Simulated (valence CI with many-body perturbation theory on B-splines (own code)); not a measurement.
Questions on Zr XXVIII

Calculated by configuration interaction combined with many-body perturbation theory (CI+MBPT): three valence electrons over a frozen Dirac-Fock core [Ne], a basis of 9 s, 9 p, 8 d, 6 f, 3 g, 1 h functions for each j, with the one-electron correlation potential Σ1, the two-electron term Σ2, the three-electron term Σ3, Breit, model QED; selected CI, second order for the rest, scaled by the run's own slope (own B-spline code, finite nucleus).

No measured spectrum was set against this ion. As an estimate, large intervals hold to a few tenths of a per cent, small ones and those within an open d or f shell to about a per cent.

Names give the largest LS component (configuration and term), which can be under half, so a name can repeat, a term be missing and a line seem to break the LS rules; names also repeat where a configuration has a term twice.

Rates and lifetimes use the calculated energies. Strong lines usually hold to 10 to 20 %, long lifetimes can be off by a factor of two.

Task: What is the ground level?

Result: 3s2 3p 2P°_1/2, composition 98 % 3s2 3p 2P°, g = 0.662.

Task: How is the term 2P° of the ground level split?

Result: J = 1/2 at 0, J = 3/2 at 161740 cm⁻¹.

Task: What is the ionisation energy?

Result: 1404.8 eV; NIST lists 1392 ± 7 eV (semi-empirical).

Task: Where does the other parity begin?

Result: At 3s 3p2 4P_1/2, 496150 cm⁻¹.

Task: Name the longest-lived excited levels whose lifetime is computed, and their main decay.

Result: 3s 3p 3d 4F°_9/2 at 1555200 cm⁻¹ lives 47.7 μs, mostly by M1 to 3s 3p 3d 4F°_7/2; 3s2 3p 2P°_3/2 at 161740 cm⁻¹ lives 26.2 μs, mostly by M1 to 3s2 3p 2P°_1/2.
